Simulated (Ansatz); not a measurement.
Reaction (redistribution): `O1[SiH2][SiH2][SiH2]1` + `CCO[SiH3]` → `C[SiH]1[SiH2]O[SiH2]1` + `CO[SiH3]`

Calculated with Ansatz (gas phase, PBE0-D4/def2-TZVP geometries, no zero-point term in ΔE). CCSD(T)/CBS adds triple-zeta CCSD(T) − MP2 to the extrapolated MP2 energy (def2 sets, frozen cores). DFT in def2-TZVPP. One conformer a species, not always the lowest.

Problem. Is it downhill or uphill in electronic energy at CCSD(T)/CBS, and by how much? (Estimate.)

Solution. Computed: Downhill: ΔE = -5.6 kcal/mol.

Problem. What do these levels give: r2SCAN-D4, ωB97X-V, ωB97M-V, B2PLYP, PBE, r2SCAN, MP2/def2-TZVPP, SCS-MP2/def2-TZVPP, CCSD/def2-TZVPP, HF/def2-QZVPP, SCS-MP2/def2-QZVPP, MP2/CBS(def2)? (Best estimate.)

Solution. The calculation gave: r2SCAN-D4 -6.1, ωB97X-V -5.3, ωB97M-V -5.9, B2PLYP -5.6, PBE -5.9, r2SCAN -6.0, MP2/def2-TZVPP -6.0, SCS-MP2/def2-TZVPP -5.4, CCSD/def2-TZVPP -5.1, HF/def2-QZVPP -4.2, SCS-MP2/def2-QZVPP -5.6, MP2/CBS(def2) -6.3 kcal/mol.

Largest T1 diagnostic among the species: 0.014.

In def2-TZVPP, CCSD(T) changes the Hartree–Fock value by −1.2 kcal/mol (the triples alone add −0.2 kcal/mol) and MP2 by −1.9 kcal/mol.
